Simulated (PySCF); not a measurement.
Species: C7H10N2.
Bonds: C1–C2, C2–C3 (aromatic), C3–C4 (aromatic), C4–N5 (aromatic), N5–N6 (aromatic), N6–C7, C7–C8, C8–C9, C2–N6 (aromatic), C7–C9. Hydrogens: H10, H11, H12 on C1; H13 on C3; H14 on C4; H15 on C7; H16, H17 on C8; H18, H19 on C9.

Computed with PySCF at PBE0/def2-SVPD, non-relativistic, on one gas-phase PBE0-D3(BJ)/def2-SVP geometry that isn't relaxed in the solvent. The solvent is an IEF-PCM continuum (van der Waals radii × 1.2), and excitations are vertical TDDFT with non-equilibrium linear response and a frozen core. The model holds no explicit solvent molecules, cavitation or dispersion.

Gas-phase singlets (H = HOMO, L = LUMO):

```csv
state,E (eV),λ (nm),f,leading configuration
S1,6.250,198,0.158,H→L 80%
S2,6.381,194,0.005,H→L+1 98%
S3,6.418,193,0.002,H-1→L+1 95%
S4,6.603,188,0.141,H-1→L 81%
S5,6.848,181,0.005,H-2→L 96%
```

Problem. What are the lowest 5 singlets in acetone (ε = 20.49)?

Solution. 
```tsv
state	E (eV)	λ (nm)	f	leading configuration	change by rank (eV)
S1	6.204	200	0.214	H→L 81%	-0.046
S2	6.557	189	0.192	H-1→L 79%	+0.176
S3	6.701	185	0.014	H→L+1 95%	+0.283
S4	6.763	183	0.002	H-1→L+1 92%	+0.160
S5	6.995	177	0.007	H-2→L 96%	+0.147
```

Problem. The ground-state energy changes by -0.229 eV from gas to acetone. By how much does the total energy of gas-phase S1 change?

Solution. E(S1) = E(S0) + excitation energy, so it changes by -0.229 − 0.046 = -0.275 eV: it is lowered more than the ground state, which is what a red shift means. This is the vertical state, with the slow part of the continuum still set for S0.

Problem. How do the frontier levels move from gas to acetone?

Solution. 
| orbital | gas (eV) | solvent (eV) | change (eV) |
| --- | --- | --- | --- |
| LUMO+2 | 1.28 | 1.42 | +0.14 |
| LUMO+1 | 0.63 | 0.90 | +0.27 |
| LUMO | 0.48 | 0.35 | -0.13 |
| HOMO | -6.73 | -6.84 | -0.11 |
| HOMO-1 | -6.80 | -6.97 | -0.17 |
| HOMO-2 | -8.10 | -8.41 | -0.31 |
| HOMO-3 | -8.91 | -8.85 | +0.06 |

The HOMO–LUMO gap goes from 7.21 to 7.20 eV. Rows go by rank; for LUMO, LUMO+1 and LUMO+2 the atom shares or the degeneracy differ between the runs, so the row needn't follow one orbital.

Conformer computed: `[CH3:1][c:2]1[cH:3][cH:4][n:5][n:6]1[CH:7]1[CH2:8][CH2:9]1`: N5–N6–C7–C8 52°.
